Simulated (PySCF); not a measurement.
P2, triplet, geometry from GFN2-xTB (a higher spin typed on purpose: for a closed-shell molecule this is an excited state), atoms displaced at random by about 0.08 Å a coordinate; PySCF with DF-PBE/cc-pVDZ, gradient.

Input for PySCF:
```python
from pyscf import gto, scf, dft

mol = gto.Mole()
mol.atom = '''
    P     0.00941957    0.10883688   -1.01874974
    P    -0.05984500   -0.06232974    1.17180061
'''
mol.basis = 'cc-pvdz'
mol.spin = 2
mol.verbose = 4
mol.build()

mf = dft.UKS(mol)
mf.xc = 'pbe'
mf = mf.density_fit(auxbasis='def2-universal-jkfit')
mf.kernel()
g = mf.nuc_grad_method()
g.auxbasis_response = False
grad = g.kernel()
```

Output, abridged:

```
PySCF version 2.14.0

[INPUT] verbose = 4
[INPUT] num. atoms = 2
[INPUT] num. electrons = 30
[INPUT] charge = 0
[INPUT] spin (= nelec alpha-beta = 2S) = 2
[INPUT] symmetry False subgroup None
[INPUT] Mole.unit = angstrom
[INPUT] Symbol           X                Y                Z      unit          X                Y                Z       unit  Magmom
[INPUT]  1 P      0.009419570000   0.108836880000  -1.018749740000 AA    0.017800407511   0.205671895452  -1.925157998072 Bohr   0.0
[INPUT]  2 P     -0.059845000000  -0.062329740000   1.171800610000 AA   -0.113090659925  -0.117786138015   2.214382225498 Bohr   0.0

nuclear repulsion = 54.1617810814411
number of shells = 10
number of NR pGTOs = 82
number of NR cGTOs = 36
basis = cc-pvdz
ecp = {}

******** <class 'pyscf.df.df_jk.DFUKS'> ********
method = DFUKS
initial guess = minao
damping factor = 0
level_shift factor = 0
DIIS = <class 'pyscf.scf.diis.CDIIS'>
diis_start_cycle = 1
diis_space = 8
diis_damp = 0
SCF conv_tol = 1e-09
SCF conv_tol_grad = None
SCF max_cycles = 50
direct_scf = False
number electrons alpha = 16  beta = 14
XC library pyscf.dft.libxc version 7.1.2
    S. Lehtola, C. Steigemann, M. J. T. Oliveira, and M. A. L. Marques,  SoftwareX 7, 1–5 (2018)
XC functionals = pbe
    J. P. Perdew, K. Burke, and M. Ernzerhof,  Phys. Rev. Lett. 77, 3865 (1996)
    J. P. Perdew, K. Burke, and M. Ernzerhof,  Phys. Rev. Lett. 78, 1396 (1997)
    J. P. Perdew, K. Burke, and M. Ernzerhof,  Phys. Rev. Lett. 77, 3865 (1996)
    J. P. Perdew, K. Burke, and M. Ernzerhof,  Phys. Rev. Lett. 78, 1396 (1997)
radial grids:
    Treutler-Ahlrichs [JCP 102, 346 (1995); DOI:10.1063/1.469408] (M4) radial grids

becke partition: Becke, JCP 88, 2547 (1988); DOI:10.1063/1.454033
pruning grids: <function nwchem_prune>
grids dens level: 3
symmetrized grids: False
atomic radii adjust function: <function treutler_atomic_radii_adjust>
small_rho_cutoff = 0
Set gradient conv threshold to 3.16228e-05
tot grids = 38360
init E= -682.269762568203

cycle= 1 E= -682.266176978635  delta_E= 0.00359  |g|= 0.0544  |ddm|= 1.12

cycle= 2 E= -682.263383093805  delta_E= 0.00279  |g|= 0.0711  |ddm|= 1.31

cycle= 3 E= -682.267383885086  delta_E= -0.004  |g|= 0.039  |ddm|= 0.0849

cycle= 4 E= -682.268869700438  delta_E= -0.00149  |g|= 0.0582  |ddm|= 1.27

cycle= 5 E= -682.279385336062  delta_E= -0.0105  |g|= 0.0423  |ddm|= 0.253

cycle= 6 E= -682.273098479317  delta_E= 0.00629  |g|= 0.0462  |ddm|= 0.158

cycle= 7 E= -682.271582166862  delta_E= 0.00152  |g|= 0.0444  |ddm|= 0.0498

cycle= 8 E= -682.271530664621  delta_E= 5.15e-05  |g|= 0.0439  |ddm|= 0.00338

cycle= 9 E= -682.271773056999  delta_E= -0.000242  |g|= 0.0466  |ddm|= 0.0178

cycle= 10 E= -682.272389663345  delta_E= -0.000617  |g|= 0.0591  |ddm|= 0.0582

cycle= 11 E= -682.287213057732  delta_E= -0.0148  |g|= 0.0345  |ddm|= 0.871

cycle= 12 E= -682.267078825081  delta_E= 0.0201  |g|= 0.0921  |ddm|= 0.974

cycle= 13 E= -682.274191717151  delta_E= -0.00711  |g|= 0.0742  |ddm|= 0.109

cycle= 14 E= -682.290911934288  delta_E= -0.0167  |g|= 0.0248  |ddm|= 0.401

cycle= 15 E= -682.285497980266  delta_E= 0.00541  |g|= 0.0408  |ddm|= 0.232

cycle= 16 E= -682.288717407662  delta_E= -0.00322  |g|= 0.0321  |ddm|= 0.102

cycle= 17 E= -682.269314700588  delta_E= 0.0194  |g|= 0.0473  |ddm|= 1.21

cycle= 18 E= -682.268019910321  delta_E= 0.00129  |g|= 0.0451  |ddm|= 0.0861

cycle= 19 E= -682.266673723628  delta_E= 0.00135  |g|= 0.0422  |ddm|= 0.174

cycle= 20 E= -682.28671248325  delta_E= -0.02  |g|= 0.0388  |ddm|= 1.15

cycle= 21 E= -682.286384810081  delta_E= 0.000328  |g|= 0.04  |ddm|= 0.0623

cycle= 22 E= -682.287466123863  delta_E= -0.00108  |g|= 0.0366  |ddm|= 0.0968

cycle= 23 E= -682.288111848415  delta_E= -0.000646  |g|= 0.0359  |ddm|= 0.0514

cycle= 24 E= -682.288614717904  delta_E= -0.000503  |g|= 0.035  |ddm|= 0.0335

cycle= 25 E= -682.288699330287  delta_E= -8.46e-05  |g|= 0.0329  |ddm|= 0.03

cycle= 26 E= -682.291107900959  delta_E= -0.00241  |g|= 0.0196  |ddm|= 0.135

cycle= 27 E= -682.292002347025  delta_E= -0.000894  |g|= 0.00495  |ddm|= 0.146

cycle= 28 E= -682.292056187728  delta_E= -5.38e-05  |g|= 0.00146  |ddm|= 0.0502

cycle= 29 E= -682.292057246908  delta_E= -1.06e-06  |g|= 0.000839  |ddm|= 0.00505

cycle= 30 E= -682.292058349535  delta_E= -1.1e-06  |g|= 3.89e-05  |ddm|= 0.00471

cycle= 31 E= -682.292058353294  delta_E= -3.76e-09  |g|= 3.92e-05  |ddm|= 0.000233

cycle= 32 E= -682.292058354944  delta_E= -1.65e-09  |g|= 6.55e-06  |ddm|= 0.00014

cycle= 33 E= -682.292058355363  delta_E= -4.19e-10  |g|= 4.4e-06  |ddm|= 7.42e-05

Extra cycle  E= -682.292058355424  delta_E= -6.07e-11  |g|= 1.94e-06  |ddm|= 1.6e-05
converged SCF energy = -682.292058355424  <S^2> = 2.0059724  2S+1 = 3.0039789

******** <class 'pyscf.df.grad.uks.Gradients'> for <class 'pyscf.df.df_jk.DFUKS'> ********
unit = Eh/Bohr
grid_response = False
--------------- DFUKS gradients ---------------
         x                y                z
0 P     0.0008681314     0.0021401471    -0.0273934489
1 P    -0.0008681313    -0.0021401471     0.0273934487
----------------------------------------------
```
